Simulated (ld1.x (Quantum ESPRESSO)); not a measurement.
# What the settings do to the PAW potential of vanadium (V)

Base potential:

* Element: vanadium (V)
* Generator: ld1.x (Quantum ESPRESSO) 7.5
* Type: PAW
* Functional: PBE
* Relativity: fully relativistic
* Frozen core: [Ne] 3s2
* Valence charge: 11
* Reference configuration: 3p6 3d3 4s1.5 4p0 (charge +0.5)
* Partial waves: 4s (bound): rcut 2.30, rcutus 2.70 bohr; 4s channel at 1.1 Ry: rcut 2.30, rcutus 2.70 bohr; 3p (bound): rcut 1.60, rcutus 2.10 bohr; 4p (bound, empty): rcut 1.60, rcutus 2.10 bohr; 3d (bound): rcut 0.95, rcutus 1.15 bohr; 3d channel at 0.2 Ry: rcut 0.95, rcutus 1.15 bohr
* Local potential: all-electron potential smoothed inside 1.35 bohr (lloc = -1)
* Core correction: Bessel-smoothed model core inside 0.85 bohr
* Augmentation charge: BESSEL, radius 1.00 bohr

Open shells are filled in proportion to 2j + 1 (rel_dist='average').

Cutoffs, loose and tight: the cutoffs (Ry, on a coarse ladder) from which the occupation-weighted sum of valence levels, in a spherical-Bessel basis at the reference potential, stays within 10 and 1 mRy of its value at 400 Ry. They do not see the model core or the augmentation charge, which bear on the density cutoff. Test errors are all-electron minus pseudo excitation energies from the reference, over the configurations 3p6 3d3 4s2 4p0; 3p6 3d3 4s1 4p0; 3p6 3d3 4s0 4p0; 3p6 3d3 4s0 4p2; 3p6 3d4 4s1 4p0; 3p6 3d1 4s0 4p0; 3p6 3d3 4s0 4p1. A dash means not determined; rows that change the core or the reference have their own tests. The largest error is taken over the tests solved by every variant that gives reliable tests at all: 3p6 3d3 4s0 4p0; 3p6 3d3 4s1 4p0; 3p6 3d3 4s2 4p0.

Cutoffs are not given where the Bessel-basis levels miss the radial ones by over 6 mRy, ghosts where they miss by over 20 mRy; a channel whose overlap is not positive is not tested.

```tsv
change	outcome	bound ghosts	largest test error (meV)
base	generated	not determined	-22
waves 3p (bound): rcut 1.54, rcutus 1.64 bohr; 4p (bound): rcut 1.54, rcutus 1.64 bohr	generated	not determined	-319
waves 3p (bound): rcut 1.60, rcutus 1.84 bohr; 4p (bound): rcut 1.60, rcutus 1.84 bohr	generated	not determined	-126
waves 3p (bound): rcut 1.60, rcutus 2.04 bohr; 4p (bound): rcut 1.60, rcutus 2.04 bohr	generated	not determined	-35
waves 3p (bound): rcut 1.60, rcutus 2.26 bohr; 4p (bound): rcut 1.60, rcutus 2.26 bohr	generated	not determined	+19
waves 3p (bound): rcut 1.60, rcutus 2.46 bohr; 4p (bound): rcut 1.60, rcutus 2.46 bohr	generated	not determined	+28
waves 3p (bound): rcut 1.60, rcutus 2.68 bohr; 4p (bound): rcut 1.60, rcutus 2.68 bohr	generated	not determined	+45
waves 3p (bound): rcut 1.60, rcutus 2.96 bohr; 4p (bound): rcut 1.60, rcutus 2.96 bohr	generated	not determined	+68
waves 3p (bound): rcut 1.60, rcutus 3.18 bohr; 4p (bound): rcut 1.60, rcutus 3.18 bohr	generated	not determined	+85
```

**Question.** What comes out with this change to the base: waves 3p (bound): rcut 1.28, rcutus 1.36 bohr; 4p (bound): rcut 1.28, rcutus 1.36 bohr?

**Answer.** outcome: generated; bound ghosts: not determined; largest test error (meV): +638.
